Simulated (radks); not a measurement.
Valence configurations of I2+ (all share [Kr]). All-electron calculation, Dirac Kohn-Sham, PBE, spin-unpolarised, spherical densities, finite nucleus; open shells are shared between the two j in proportion to 2j + 1; Fermi nuclear charge, rms radius 4.75 fm. Program: a radial shooting solver on a logarithmic mesh with Libxc functionals. Order these by energy: 4d10 5s2 5p3; 4d9 5s2 5p4; 4d9 5p6; 4d10 5s1.5 5p3.5; 4d7.5 5s2 5p5.5; 4d9 5s1 5p5; 4d10 5p5; 4d9.5 5s2 5p3.5; 4d8 5s1 5p6; 4d10 5s1 5p4.

Answer. From the lowest, in eV above it: 4d10 5s2 5p3 0.000; 4d10 5s1.5 5p3.5 5.753; 4d10 5s1 5p4 11.539; 4d10 5p5 23.206; 4d9.5 5s2 5p3.5 23.666; 4d9 5s2 5p4 48.648; 4d9 5s1 5p5 60.863; 4d9 5p6 73.197; 4d8 5s1 5p6 115.44; 4d7.5 5s2 5p5.5 131.52. NIST lists [Kr] 4d10 5s2 5p3 as the ground configuration; this level of theory agrees among the configurations tried. The energies are those of spherical spin-averaged densities, not of single terms.
